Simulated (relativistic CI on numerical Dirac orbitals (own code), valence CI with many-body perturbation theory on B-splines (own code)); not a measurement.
# Se III: a short configuration list, a large CI and many-body theory against measured levels

Six calculations, all with the Dirac-Coulomb Hamiltonian. A to C use 16 configurations on KLI orbitals optimised for each, with Breit and QED terms: A ab initio, B with Slater integrals scaled by 0.85, C with the P86 correlation functional added as well. Their list is 4s2.4p2, 4s.4p3, 4s2.4p.5s, 4s2.4p.5p, 4s2.4p.5d, 4s2.4p.6s, 4s2.4p.4d, 4p4, 4s2.4p.4f, 4s2.4d2, 4s.4p2.4d, 4s.4p2.4f, 4s2.4f2, 4s2.4p.6p, 4s2.4p.5f, 4s2.4p.6d. D to F correlate the 4 valence electrons outside the frozen Dirac-Fock core [Ar] 3d10 of the bare core ion, in 81 B-spline orbitals (435,220 selected states over all symmetries, the rest in second order). F holds the one-electron core-valence potential Σ₁, the screening Σ₂ of the valence interaction, a three-electron term, Breit and QED; D (none of these) and E (Σ₁ alone) are solved again in the space of F. The core's calculated polarisability is 0.36 bohr³.

Computed minus measured energy above the ground level, in cm⁻¹, for 6 of the 10 excited levels that pair with a measured one in all six and keep their character from D to F (pairs that miss by over 12,000 cm⁻¹ in F, or 15,000 in both A and B, are taken as false; terms as labelled in the source; one J of a term; all of one parity):

```csv
Configuration,Term,J,Measured,A,B,C,D,E,F
4s2.4p2,3P,1,1741,-134,-59,-59,-104,6,-4
4s2.4p2,1D,2,13032,2014,412,424,-121,227,-20
4s2.4p.5p,3D,2,153521,5514,2720,7386,-2432,1166,-189
4s2.4p.5p,3P,0,154783,6129,2953,7610,-2380,1196,-178
4s2.4p.5p,3S,1,159303,5667,2419,7077,-2509,1259,-184
4s2.4p.5p,1D,2,161170,6500,2835,7504,-2455,1300,-185
```

Mean absolute errors, in cm⁻¹:

```csv
Levels,A,B,C,D,E,F
"all, 10",4361,2021,5285,1783,877,134
"4s2.4p2, 3",771,197,200,137,86,11
"4s2.4p.5p, 7",5899,2802,7465,2489,1216,187
```

Measured levels: Moore, Atomic Energy Levels, vol. II, NSRDS-NBS 35 (1971 reprint of NBS Circular 467, 1952). The analysis dates from before 1960. The settings of D to F were settled on neutral and singly charged spectra, not on this one.

From closest to farthest the columns rank F (134), E (877), D (1783), B (2021), A (4361), C (5285). Inside the ground configuration the errors are A 771, B 197, C 200, D 137, E 86, F 11: the unscaled integrals of A spread the terms too wide, and the scale of B removes most of that. The configuration that the core terms move most is 4s2.4p.5p: its mean error is -2489 in D, and Σ₁, Σ₂, the three-electron term, and Breit with QED change it by +3705, -1219, -70 and -113, to -187 in F. Σ₁ and Σ₂ work against each other here, so neither should be used alone. In A 4s2.4p.5p lies too high on average. The largest residue of F is in 4s2.4p.5p (187). The run behind D to F took about 7 min of CPU with its rates, the short lists 2 s (one thread, shared hosts). The ionisation energy is 31.323 eV in D, 31.859 in E and 31.665 in F, against 31.70 ± 0.019 eV in NIST ASD (measured).
